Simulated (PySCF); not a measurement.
HO₃Ta, SMILES [Ta]([OH])(=[O])=[O], multiplicity 1.

Geometry optimised at PBE0-D3(BJ)/def2-SVP. A frequency run showed that this geometry is not a minimum. The spin state was assumed, not searched. The def2 effective core potentials stand for the cores of Ta; spin–orbit coupling is left out. One conformer was computed; it need not be the lowest.

Two levels are set side by side: PBE/def2-TZVPD (PySCF) and PBE0/def2-TZVPD (PySCF). Same geometry, gas phase. Differences are taken from unrounded values.

| quantity | PBE0 | PBE | PBE minus PBE0 |
|---|---|---|---|
| orbital gap (eV) | 4.23 | 2.01 | -2.22 |
| highest occupied level (eV) | -7.87 | -6.35 | 1.52 |
| lowest empty level (eV) | -3.63 | -4.33 | -0.70 |
| dipole moment (D) | 5.36 | 4.97 | -0.39 |
| mean polarisability (bohr³) | 46.7 | 49.9 | 3.3 |

Without exact exchange PBE keeps part of each electron's self-repulsion, which lifts occupied levels and narrows the gap. Loosely held outer electrons make PBE densities more polarisable. Differences between two approximate levels are no errors against the true value.

Rough cost on one machine, each run with all the roots and properties that it gave: PBE0 against PBE within a factor of 2.
